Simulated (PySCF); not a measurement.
# Working out the excitation energy of Ba

Ba [Xe] 6s2 (1S) → Ba [Xe] 6p2 (3P). All numbers are calculated (PySCF 2.14, a scalar-relativistic core potential, in def2-TZVPPD with the def2 core potential (46 electrons) (6s4p3d1f, 40 functions)). Frozen: nothing. Energies in hartree (1 hartree = 27.21139 eV):

```json
{"part": "UHF", "Ba (lower)": "-25.094895", "Ba (upper)": "-24.969641"}
{"part": "MP2 opposite-spin", "Ba (lower)": "-0.116803", "Ba (upper)": "-0.097789"}
{"part": "MP2 same-spin", "Ba (lower)": "-0.040530", "Ba (upper)": "-0.039765"}
```

Problem. What does Hartree-Fock give?

Solution. (-24.969641) − (-25.094895) = 0.125254 hartree = 3.408 eV.

Problem. What do MP2 and SCS-MP2 (6/5 opposite-spin, 1/3 same-spin) give?

Solution. The opposite-spin parts differ by 0.517 eV and the same-spin parts by 0.021 eV. MP2: 3.408 + (0.517) + (0.021) = 3.946 eV. SCS-MP2: 3.408 + 1.2 × (0.517) + (0.021)/3 = 4.035 eV.
